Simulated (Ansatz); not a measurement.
Isolated molecules relaxed with PBE0-D4/def2-TZVP in Ansatz; ΔE leaves out vibrations. CCSD(T)/CBS adds triple-zeta CCSD(T) − MP2 to the extrapolated MP2 energy (def2 sets, frozen cores). Functionals use def2-TZVPP. B3LYP here is the variant with VWN-RPA as its local correlation; programs differ in this. For Ge outer-core shells are correlated without core-valence functions, which leaves a few kJ/mol of doubt a bond. Scalar relativity is left out up to krypton. One conformer a species, not always the lowest.

Reaction (ligand exchange at the Si–N bond): `N=C(S)N[SiH2]F` + `[BH2][GeH2][OH]` → `[BH2][GeH2][O][SiH2]F` + `N=C(N)S`

CCSD(T)/CBS gives -0.60 eV.

Problem. Another level gave -0.61 eV. Which?
A. r2SCAN/def2-TZVPP
B. PBE/def2-TZVPP
C. B3LYP/def2-TZVPP
D. HF/def2-TZVPP

Solution. A. r2SCAN -0.61, HF/def2-TZVPP -0.78, PBE -0.55, B3LYP -0.65 eV.

Largest T1 diagnostic among the species: 0.014.

From PBE to PBE0 (25 % exact exchange), in def2-TZVPP and without D4, ΔE moves by −0.04 eV. In def2-TZVPP, CCSD(T) changes the Hartree–Fock value by +0.18 eV (the triples alone add +0.03 eV) and MP2 by +0.20 eV.
